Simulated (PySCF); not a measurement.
**Correlation energy of O- (oxygen, charge -1)**

[He] 2s2 2p5, 2P determinant. Computed with PySCF 2.14 in aug-cc-pwCVTZ (7s6p4d2f, 59 functions), with no relativity, point nucleus. Frozen: nothing; 9 electrons correlated.

```
  level  correlation energy (mhartree)
   CCSD                        -283.41
    (T)                          -9.58
CCSD(T)                        -292.99
```

Diagnostics: T1 = 0.019, D1 = 0.0435, largest double amplitude 0.041.

Task: Is a single reference adequate?

Result: Yes: T1 lies below 0.03 and no double amplitude reaches 0.07.
